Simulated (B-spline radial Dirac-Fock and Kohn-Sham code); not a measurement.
ΔSCF core binding energies without Breit or QED terms, calculated with a radial B-spline solver.

A sound run for the Dy⁴⁺ ion, [Xe] 4f8: The ground state converged in 11 iterations, with total energy -12158.68342 Ha, virial ratio 1.91185 and highest orbital energy -67.18 eV. ΔSCF binding energies: K (1s) 54085.2 eV, L3 (2p3/2) 7870.6 eV, M5 (3d5/2) 1361.2 eV.

A second run, with one unsound setting: The ground state converged in 11 iterations, with total energy -15447.56933 Ha, virial ratio 1.24211 and highest orbital energy -42.75 eV. ΔSCF binding energies: K (1s) 25845.5 eV, L3 (2p3/2) 8476.5 eV, M5 (3d5/2) 1167.3 eV.

```
iter   energy (Ha)        error
   1   -15363.80626145  1.88e+01
   2   -15440.61214766  1.90e+00
   3   -15446.49305350  7.28e-01
   4   -15447.41964749  2.89e-01
   5   -15447.55536137  6.71e-02
   6   -15447.56821033  8.76e-03
   7   -15447.56829533  8.23e-03
   8   -15447.56931402  9.55e-04
   9   -15447.56932689  4.86e-05
  11   -15447.56932692  5.96e-07
```

Question: Which fault fits the second run best?
A. too few iterations
B. unbound anion
C. speed of light below Z
D. functional not served

Answer: C. The input had c_factor = 0.3237: c_factor makes c so small that Zα exceeds 1, so any numbers that come out have no meaning.
